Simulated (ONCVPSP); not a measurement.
# LDA (Perdew-Zunger) ONCV dataset for silicon, scalar-relativistic all-electron reference.

ONCVPSP 4.0.1 input, shortened (lines: element, Z, core and valence counts, functional; n l f; lmax; l rc ep ncon nbas qcut; lloc lpopt rc5 dvloc0; l nproj debl; icmod fcfact rcfact), LDA (Perdew-Zunger), scalar-relativistic:

```
  Si 14.00    1    4        3      upf
    1    0    2.00
    2    0    2.00
    2    1    6.00
    3    0    1.50
    3    1    2.50
    1
    0    0.90    0.00    3    7   17.80
    1    0.80    0.00    4    8   14.90
    4    2    0.60    0.00
    0    2    3.10
    1    2    1.00
    2    0.35    0.70
```

Task: Does the generator finish with these settings?

Result: Yes, a potential is produced and its reference levels are reproduced.

Task: Estimate the cutoffs (Ha) at which the residual kinetic energy of the hardest occupied pseudo-wave falls to 1 and 0.1 mHa per electron.

Result: 101 Ha and 194 Ha.

Task: What does a ghost test show?

Result: No bound ghost flagged; no localised positive-energy state flagged.

Task: Which valence shell sets the plane-wave cutoff?

Result: 2p: 101 Ha for 1 mHa per electron, against 88 Ha for 3p.

Task: Tests: 2s2 2p6 3s2 3p2; 2s2 2p6 3s2 3p1; 2s2 2p6 3s2 3p0; 2s2 2p6 3s1 3p3. Which has the largest error in its energy relative to the reference configuration, and how large is it?

Result: 2s2 2p6 3s2 3p0, with +3.4 meV (all-electron minus pseudo) on +20.56 eV.
